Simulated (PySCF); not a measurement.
IrS(OH)2, quartet: computed properties

All numbers come from UPBE0/[Ir def2-SVP with ECP60, S def2-SVP, O def2-SVP, H def2-SVP], scalar-relativistic core potentials, density fitting, no spin–orbit coupling, PySCF.

The structure is a minimum.

* Point group: C2v
* Bond lengths: Ir–O 1.890 Å (×2), Ir–S 2.095 Å, O–H 0.965 Å (×2)
* Bond angles: H–O–Ir 122.9° (×2), O–Ir–O 154.9°, O–Ir–S 102.5° (×2)
* Spin squared ⟨S²⟩: 3.765
* Heat capacity Cp at 298.15 K: 88.3 J/(mol K)
* Enthalpy at 298.15 K above 0 K: 18.30 kJ/mol
* Rotational constants: 0.1383, 0.1254, 0.06576 cm⁻¹
* Dipole moment: 1.05 D
* Atomisation energy without zero-point energy: 1901 kJ/mol
* Zero-point energy: 73.9 kJ/mol
* Principal quadrupole moments (Buckingham, traceless) about the centre of mass: -4.20, -2.40, 6.60 D Å
* Lowest empty level (β): -3.66 eV
* Rotational symmetry number: 2
* Highest occupied level (α): -7.18 eV
* Principal polarisabilities: 37.6, 65.6, 68.9 bohr³
* Entropy at 298.15 K and 1 bar (electronic part: spin only): 343.7 J/(mol K)

Harmonic modes (masses in u: Ir 192.963, S 31.972, O 15.995, H 1.008):
```tsv
symmetry	ω (cm⁻¹)	IR (km/mol)	μ (u)
b2	141	4.7	8.13
b1	177	8.5	4.34
a1	214	2.8	5.41
a2	299	0.0	1.12
b1	352	173	1.24
a1	531	1.2	34.64
b2	677	294	10.20
a1	689	45.4	11.84
b2	742	95.3	1.15
a1	799	34.8	1.13
b2	3868	258	1.07
a1	3872	13.9	1.07
```

In C2v the vibrations span 4b2 + 2b1 + 5a1 + a2. Here b1 is antisymmetric to the molecular plane and b2 lies in it. The a2 mode carries no infrared intensity, as symmetry demands.

Charges (e):
```tsv
atom	Mulliken	Löwdin	polar tensor	spin (Mulliken)	Mayer order to Ir1
Ir1	0.51	-0.14	0.86	1.52	–
S2	-0.08	0.26	-0.12	1.02	1.96
O3,4	-0.44	-0.16	-0.67	0.21	1.02
H5,6	0.22	0.10	0.30	0.02	0.02
```
Other Mayer orders above 0.3: O–H 0.93 (×2).

Mulliken populations on Ir1 (electrons outside its core potential): s 2.77, p 6.36, d 7.30, f 0.06.

Outer orbital energies (eV). α occupied: -10.90, -10.59, -10.07, -9.21, -8.12, -7.35, -7.18, -7.18; empty: -2.59, 0.58, 1.12, 1.82. β occupied: -11.31, -10.43, -10.23, -9.82, -9.17, -8.71, -8.27, -7.49; empty: -3.66, -3.56, -2.98, -2.02.

Other isomers or separated fragments may lie lower. Other spin states or occupations of the open shell can lie lower. At this level a doublet minimum of C2 symmetry lies 39 kJ/mol below this structure. No spin–orbit coupling is included, which matters more the heavier the element.

The final relaxation and frequency run took 110 s on 2 threads of a shared Arm Neoverse V2 host, with 88 basis functions and 18 gradients; the process peaked at 1.4 GiB. Launch command: `OMP_NUM_THREADS=2 python axn.py task.json out`.
